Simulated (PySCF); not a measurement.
Excitations are Tamm–Dancoff values on a coarser integration grid. The basis has no diffuse functions, so Rydberg states are missing or too high.

Cartesian coordinates (Å):
SMILES: Bc1c([SiH3])ccc2cccnc12
```xyz
22

B     -1.0504    -2.2954     0.0420
C     -0.6160    -0.8094     0.0307
C     -1.5951     0.2144    -0.0206
Si    -3.4627    -0.1669    -0.0767
C     -1.2062     1.5853    -0.0335
C      0.1319     1.9507     0.0026
C      1.1532     0.9630     0.0541
C      2.5378     1.2940     0.0913
C      3.4736     0.2764     0.1413
C      3.0057    -1.0683     0.1543
N      1.7294    -1.4142     0.1204
C      0.7828    -0.4324     0.0696
H     -2.2433    -2.5474     0.0091
H     -0.2633    -3.2131     0.0805
H     -3.8549    -0.9377    -1.3055
H     -3.9388    -0.8975     1.1467
H     -4.1592     1.1695    -0.1226
H     -1.9775     2.3703    -0.0731
H      0.4210     3.0146    -0.0082
H      2.8405     2.3533     0.0794
H      4.5530     0.4866     0.1708
H      3.7386    -1.8958     0.1951
```
Charge 0, spin multiplicity 1.

Q: What is the computed S1 excitation (TDA), LUMO and S1–T1 gap (TDA) (PBE-D3(BJ)/def2-TZVP // PBE-D3(BJ)/def2-SVP (PySCF 2.14.0))?

A: 
The S1 excitation (TDA) is 2.57 eV. The LUMO comes out as -3.39 eV. The S1–T1 gap (TDA) is 0.12 eV.
